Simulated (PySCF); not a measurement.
Computed structure and properties of [HfH3(NH3)]+

System: [HfH3(NH3)]+ (singlet); start: displaced along the imaginary mode (C3). Method: PySCF 2.14.0, RKS PBE0, Hf def2-SVP with ECP60, H def2-SVP, N def2-SVP; non-relativistic Hamiltonian with scalar-relativistic core potentials where named; density fitting; no spin-orbit coupling.

Input of the relaxation:

```python
mol = gto.M(atom='''
Hf     0.11136    -0.11136     0.11136
H      1.24782     0.94412     1.05284
H     -0.94412    -1.05284     1.24782
H      1.05284    -1.24782    -0.94412
N     -1.21482     1.21482    -1.21482
H     -2.01508     1.66152    -0.68329
H     -0.68329     2.01508    -1.66152
H     -1.66152     0.68329    -2.01508''',
    basis={'Hf': 'def2-SVP', 'H': 'def2-SVP', 'N': 'def2-SVP'},
    ecp={'Hf': 'def2-SVP'},
    charge=1, spin=0)
mf = dft.RKS(mol, xc='PBE0')
mf.grids.atom_grid = (50, 194)
mf = mf.density_fit()  # fitting sets: Hf def2-universal-JKFIT, H def2-universal-JKFIT, N def2-universal-JKFIT
mf.conv_tol = 1e-08; mf.max_cycle = 55
mf.kernel(dm0)  # dm0: converged density of the start geometry
# quasi-Newton relaxation in Cartesian coordinates to a largest gradient under 0.00045 Eh/bohr, steps kept in the point group
```

Run from Python with OMP_NUM_THREADS=2; the lines above give its settings. Where DIIS fails, smearing, a level shift and second-order steps follow.
It took 67 s on 2 threads of Intel(R) Xeon(R) Platinum 8259CL CPU @ 2.50GHz (Skylake/Cascade Lake), with other jobs on the host, from the converged density of the start.

Course of the relaxation:

| step | energy above end (eV) | largest force component within the symmetry (eV/Å) |
| --- | --- | --- |
| 0 | 0.0739 | 0.839 |
| 1 | 0.0178 | 0.045 |
| 2 | 0.0169 | 0.017 |
| 3 | 0.0155 | 0.087 |
| 4 | 0.0147 | 0.077 |
| 5 | 0.0111 | 0.127 |
| 6 | 0.0073 | 0.068 |
| 7 | 0.0067 | 0.166 |
| 11 | 0.0012 | 0.058 |
| 12 | 0.0009 | 0.117 |
| 13 | 0.0003 | 0.018 |
| 14 | 0.0001 | 0.018 |
| 15 | 0.0000 | 0.010 |
| 16 | 0.0000 | 0.002 |
(The steps between are left out.)

Relaxed geometry (C3v):

```xyz
8

Hf    0.1074   -0.1074    0.1074
H     1.4170    0.9081    0.8337
H    -0.9081   -0.8337    1.4170
H     0.8337   -1.4170   -0.9081
N    -1.2117    1.2117   -1.2117
H    -2.1947    1.2444   -0.9061
H    -0.9061    2.1947   -1.2444
H    -1.2444    0.9061   -2.1947
```

| contact | Å |
| --- | --- |
| Hf1–H2 (H) | 1.809 |
| Hf1–H3 (H) | 1.809 |
| Hf1–H4 (H) | 1.809 |
| Hf1–N5 (NH3) | 2.285 |

On the finer grid (75, 302):

* HOMO: -13.15 eV
* LUMO: -7.01 eV
* Dipole about the centre of mass: 7.19 D
* Set of Mulliken populations of Hf1 outside the core potential: s 2.80, p 6.14, d 1.71, f 0.04
* D3(BJ) dispersion energy (not in the energies): -0.096 eV

| atom | Mulliken (e) | Löwdin (e) | spin (e) |
| --- | --- | --- | --- |
| Hf1 | 1.30 | 0.90 | 0.00 |
| H2 | -0.20 | -0.13 | 0.00 |
| H3 | -0.20 | -0.13 | 0.00 |
| H4 | -0.20 | -0.13 | 0.00 |
| N5 | -0.35 | 0.03 | 0.00 |
| H6 | 0.22 | 0.15 | 0.00 |
| H7 | 0.22 | 0.15 | 0.00 |
| H8 | 0.22 | 0.15 | 0.00 |

On the grid (50, 194), as all that follows. Harmonic modes: a minimum; lowest 146 cm⁻¹ (negative: unstable), highest 3511 cm⁻¹, zero-point energy 1.535 eV.

Taking off one H (charge -1, singlet; the rest: singlet) in vacuum, both parts rigid, costs 16.12 eV; the small basis without counterpoise inflates it. Most of it is the attraction of opposite charges; other ways to part are cheaper, and one spin state was tried for the rest.

Rigid scan of H along the line from its metal:

```
distance to H2 (Å)  energy (eV)
              1.51        0.833
              1.61        0.325
              1.71        0.071
              1.81        0.000
              1.91        0.057
              2.01        0.202
              2.21        0.653
              2.51        1.483
              2.91        2.540
              3.41        3.579
```

Taking off one NH3 (charge 0, singlet; the rest: singlet) in vacuum, both parts rigid, costs 3.03 eV; the small basis without counterpoise inflates it.

Rigid scan of NH3 along the line from its metal:

```tsv
distance to N5 (Å)	energy (eV)
1.98	0.605
2.08	0.231
2.18	0.050
2.28	0.000
2.38	0.037
2.48	0.130
2.68	0.404
2.98	0.875
3.38	1.430
3.88	1.928
```

One start shape was tried, so this needn't be the lowest isomer.
